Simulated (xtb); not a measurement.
A run for xtb: GFN2-xTB on C3H6O2 (SMILES COC(C)=O), a point of a torsion scan.

```
$ xtb mol.xyz --gfn 2 --opt vtight --chrg 0 --uhf 0 --input xcontrol
11

C      0.37756909    -0.05154498     1.90862719
O      0.54748184     0.02627882     0.50457350
C     -0.49448086    -0.00903576    -0.40614692
C     -1.87941052    -0.13835755     0.15846498
O     -0.32484479     0.06141724    -1.65184848
H     -0.52812198    -0.60026364     2.20579451
H      1.31741946    -0.51951605     2.30056324
H      0.37034911     0.97891937     2.35032092
H     -2.50321893    -0.78398850    -0.48331563
H     -2.28340425     0.88111916     0.27949013
H     -1.83573051    -0.64120579     1.14356535
$constrain
  force constant=1.0
  dihedral: 5,3,2,1,180.0
$end
```

It printed:

```
[...]
           -------------------------------------------------
          |                Calculation Setup                |
           -------------------------------------------------



           -------------------------------------------------
          |                 G F N 2 - x T B                 |
           -------------------------------------------------

        Reference                      10.1021/acs.jctc.8b01176
      * Hamiltonian:
        H0-scaling (s, p, d)           1.850000    2.230000    2.230000
        zeta-weighting                 0.500000
      * Dispersion:
        s8                             2.700000
        a1                             0.520000
        a2                             5.000000
        s9                             5.000000
      * Repulsion:
        kExp                           1.500000    1.000000
        rExp                           1.000000
      * Coulomb:
        alpha                          2.000000
        third order                    shell-resolved
        anisotropic                    true
        a3                             3.000000
        a5                             4.000000
        cn-shift                       1.200000
        cn-exp                         4.000000
        max-rad                        5.000000


          ...................................................
          :                      SETUP                      :
          :.................................................:
          :  # basis functions                  26          :
          :  # atomic orbitals                  26          :
          :  # shells                           16          :
          :  # electrons                        30          :
          :  max. iterations                   250          :
          :  Hamiltonian                  GFN2-xTB          :
          :  restarted?                      false          :
          :  GBSA solvation                  false          :
          :  PC potential                    false          :
          :  electronic temp.          300.0000000     K    :
          :  accuracy                    1.0000000          :
          :  -> integral cutoff          0.2500000E+02      :
          :  -> integral neglect         0.1000000E-07      :
          :  -> SCF convergence          0.1000000E-05 Eh   :
          :  -> wf. convergence          0.1000000E-03 e    :
          :  Broyden damping             0.4000000          :
          :  net charge                          0          :
          :  unpaired electrons                  0          :
          ...................................................

 iter      E             dE          RMSdq      gap      omega  full diag
   1    -17.6729268 -0.176729E+02  0.505E+00    5.33       0.0  T
   2    -17.7266997 -0.537729E-01  0.255E+00    4.02       1.0  T
   3    -17.7322024 -0.550265E-02  0.160E+00    4.68       1.0  T
   4    -17.7368872 -0.468481E-02  0.215E-01    4.33       1.0  T
   5    -17.7371013 -0.214142E-03  0.971E-02    4.39       1.0  T
   6    -17.7371038 -0.247392E-05  0.145E-02    4.39       2.1  T
   7    -17.7371045 -0.682610E-06  0.709E-03    4.39       4.3  T
   8    -17.7371046 -0.673498E-07  0.168E-03    4.39      18.0  T
   9    -17.7371046 -0.725010E-08  0.581E-04    4.39      51.9  T
  10    -17.7371046 -0.261199E-09  0.211E-04    4.39     142.8  T

   *** convergence criteria satisfied after 10 iterations ***

         #    Occupation            Energy/Eh            Energy/eV
      -------------------------------------------------------------
         1        2.0000           -0.7406132             -20.1531
       ...           ...                  ...                  ...
         9        2.0000           -0.5281190             -14.3708
        10        2.0000           -0.5142564             -13.9936
        11        2.0000           -0.4940690             -13.4443
        12        2.0000           -0.4880409             -13.2803
        13        2.0000           -0.4855721             -13.2131
        14        2.0000           -0.4450473             -12.1104
        15        2.0000           -0.4127383             -11.2312 (HOMO)
        16                         -0.2515334              -6.8446 (LUMO)
        17                         -0.0251288              -0.6838
        18                          0.0369048               1.0042
        19                          0.0755808               2.0567
        20                          0.1152601               3.1364
       ...                                ...                  ...
        26                          0.4679254              12.7329
      -------------------------------------------------------------
                  HL-Gap            0.1612049 Eh            4.3866 eV
             Fermi-level           -0.3321359 Eh           -9.0379 eV

 SCC (total)                   0 d,  0 h,  0 min,  0.006 sec
 SCC setup         
[...]
::::::::::::::::::::::::::::::::::::::::::::::::
         ::                     SUMMARY                     ::
         :::::::::::::::::::::::::::::::::::::::::::::::::::::
         :: total energy             -17.610007557566 Eh    ::
         :: gradient norm              0.000042970517 Eh/a0 ::
         :: HOMO-LUMO gap              5.032152700116 eV    ::
         ::.................................................::
         :: SCC energy               -17.786253880826 Eh    ::
         :: -> isotropic ES            0.044277015207 Eh    ::
         :: -> anisotropic ES          0.002912257666 Eh    ::
         :: -> anisotropic XC          0.002179809446 Eh    ::
         :: -> dispersion             -0.004956321633 Eh    ::
         :: repulsion energy           0.176246322952 Eh    ::
         :: add. restraining           0.000000000308 Eh    ::
         :: total charge              -0.000000000000 e     ::
         :::::::::::::::::::::::::::::::::::::::::::::::::::::

           -------------------------------------------------
          |                Property Printout                |
           -------------------------------------------------

    * Orbital Energies and Occupations

         #    Occupation            Energy/Eh            Energy/eV
      -------------------------------------------------------------
         1        2.0000           -0.7472551             -20.3338
       ...           ...                  ...                  ...
         3        2.0000           -0.6686861             -18.1959
         4        2.0000           -0.6537792             -17.7902
         5        2.0000           -0.6073607             -16.5271
         6        2.0000           -0.5931776             -16.1412
         7        2.0000           -0.5730342             -15.5931
         8        2.0000           -0.5652442             -15.3811
         9        2.0000           -0.5302803             -14.4297
        10        2.0000           -0.5081274             -13.8269
        11        2.0000           -0.4973644             -13.5340
        12        2.0000           -0.4955533             -13.4847
        13        2.0000           -0.4863468             -13.2342
        14        2.0000           -0.4497433             -12.2381
        15        2.0000           -0.4151174             -11.2959 (HOMO)
        16                         -0.2301892              -6.2638 (LUMO)
        17                          0.0146084               0.3975
        18                          0.0827609               2.2520
        19                          0.1061139               2.8875
        20                          0.1519914               4.1359
        21                          0.1700891               4.6284
        22                          0.1715898               4.6692
        23                          0.1786522               4.8614
        24                          0.2271062               6.1799
        25                          0.3457657               9.4088
        26                          0.6381401              17.3647
      -------------------------------------------------------------
                  HL-Gap            0.1849282 Eh            5.0322 eV
             Fermi-level           -0.3226533 Eh           -8.7798 eV

     #   Z          covCN         q      C6AA      α(0)
     1   6 C        3.637     0.026    20.497     6.513
     2   8 O        1.704    -0.252    18.174     5.756
     3   6 C        2.700     0.357    20.937     7.489
     4   6 C        3.752    -0.149    23.443     6.905
     5   8 O        0.857    -0.379    21.257     6.181
     6   1 H        0.924     0.054     2.274     2.358
     7   1 H        0.925     0.079     1.987     2.204
     8   1 H        0.924     0.054     2.274     2.358
     9   1 H        0.925     0.077     2.015     2.220
    10   1 H        0.925     0.066     2.126     2.280
    11   1 H        0.925     0.066     2.126     2.280

 Mol. C6AA /au·bohr⁶  :        991.130863
 Mol. C8AA /au·bohr⁸  :      20997.166454
 Mol. α(0) /au        :         46.545037


Wiberg/Mayer (AO) data.
largest (>0.10) Wiberg bond orders for each atom

 ---------------------------------------------------------------------------
     #   Z sym  total        # sym  WBO       # sym  WBO       # sym  WBO
 ---------------------------------------------------------------------------
     1   6 C    3.932 --     7 H    0.978     8 H    0.975     6 H    0.974
                             2 O    0.971
     2   8 O    2.311 --     3 C    1.112     1 C    0.971     5 O    0.162
     3   6 C    3.918 --     5 O    1.774     2 O    1.112     4 C    0.989
     4   6 C    3.994 --     3 C    0.989     9 H    0.983    11 H    0.963
                            10 H    0.963
     5   8 O    2.061 --     3 C    1.774     2 O    0.162
     6   1 H    0.997 --     1 C    0.974
     7   1 H    0.994 --     1 C    0.978
     8   1 H    0.997 --     1 C    0.975
     9   1 H    0.994 --     4 C    0.983
    10   1 H    0.996 --     4 C    0.963
    11   1 H    0.996 --     4 C    0.963
 ---------------------------------------------------------------------------

Topologies differ in total number of bonds
Writing topology from bond orders to xtbtopo.mol

molecular dipole:
                 x           y           z       tot (Debye)
 q only:       -0.568       0.133       1.573
   full:       -0.726       0.159       1.855       5.078
molecular quadrupole (traceless):
                xx          xy          yy          xz          yz          zz
 q only:        1.692       0.194      -0.986       0.205      -0.636      -0.706
  q+dip:        2.248       0.253       0.715      -0.189      -1.052      -2.964
   full:        1.734       0.275       0.935      -0.108      -1.048      -2.669

           -------------------------------------------------
          |                Geometry Summary                 |
           -------------------------------------------------

      molecular mass/u    :       74.0786620
   center of mass at/Å    :       -0.3293472      -0.1265225       0.1443362
  moments of inertia/u·Å² :        0.5576214E+02   0.1142554E+03   0.1636546E+03
rotational constants/cm⁻¹ :        0.3023132E+00   0.1475434E+00   0.1030074E+00

 * 9 selected distances

     #   Z          #   Z                                           value/Å
     1   6 C        2   8 O                                       1.4114619 (max)
     2   8 O        3   6 C                                       1.3451176
     3   6 C        5   8 O                                       1.1993834
     1   6 C        6   1 H                                       1.0929372
     1   6 C        7   1 H                                       1.0887543
Note: The following floating-point exceptions are signalling: IEEE_UNDERFLOW_FLAG IEEE_DENORMAL
normal termination of xtb
     1   6 C        8   1 H                                       1.0929566
     4   6 C        9   1 H                                       1.0857841 (min)
     4   6 C       10   1 H                                       1.0882371
     4   6 C       11   1 H                                       1.0882044

 * 2 distinct bonds (by element types)

   Z      Z             #   av. dist./Å        max./Å        min./Å
   1 H    6 C           6     1.0894789     1.0929566     1.0857841
   6 C    8 O           3     1.3186543     1.4114619     1.1993834


optimized geometry written to: xtbopt.xyz


           -------------------------------------------------
          | TOTAL ENERGY              -17.610007557566 Eh   |
          | GRADIENT NORM               0.000042970517 Eh/α |
          | HOMO-LUMO GAP               5.032152700116 eV   |
           -------------------------------------------------

------------------------------------------------------------------------
------------------------------------------------------------------------
 total:
 SCF:
 ANC optimizer:
```

The run finished.

Warnings raised: the energy holds the restraint's term.

Cost: very roughly 0.18 core-seconds.
